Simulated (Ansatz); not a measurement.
The same ligand exchange along the group C, Si, Ge, Sn.

Isolated molecules relaxed with PBE0-D4/def2-TZVP in Ansatz; ΔE leaves out vibrations. CCSD(T)/CBS is the MP2 limit (def2-TZVPP, def2-QZVPP) plus CCSD(T) − MP2 in def2-TZVPP, frozen cores. Small cases extrapolate CCSD(T) itself. DFT in def2-TZVPP. Elements past krypton have def2 core potentials. For Ge, Sn outer-core shells are correlated without core-valence functions, which leaves a few kJ/mol of doubt a bond. Scalar relativity is left out up to krypton.

```json
{"reaction": "`CC` + H₂S → CH₃SH + CH₄", "RPA@PBE/def2-TZVPP (eV)": "0.09"}
{"reaction": "`[SiH3][SiH3]` + H₂S → `[SiH3]S` + SiH₄", "RPA@PBE/def2-TZVPP (eV)": "-0.52"}
{"reaction": "`[GeH3][GeH3]` + H₂S → `[SH][GeH3]` + GeH₄", "RPA@PBE/def2-TZVPP (eV)": "-0.11"}
{"reaction": "`[SnH3][SnH3]` + H₂S → `[SH][SnH3]` + `[SnH4]`", "RPA@PBE/def2-TZVPP (eV)": "0.06"}
```

Problem. Give the CCSD(T)/CBS values in the same order. (Best estimate.)

Solution. Ansatz gave: 0.05, -0.55, -0.10, 0.14 eV.

Largest T1 diagnostic: 0.013, for `[SnH4]`.

Extrapolated directly: `CC` + H₂S → CH₃SH + CH₄.
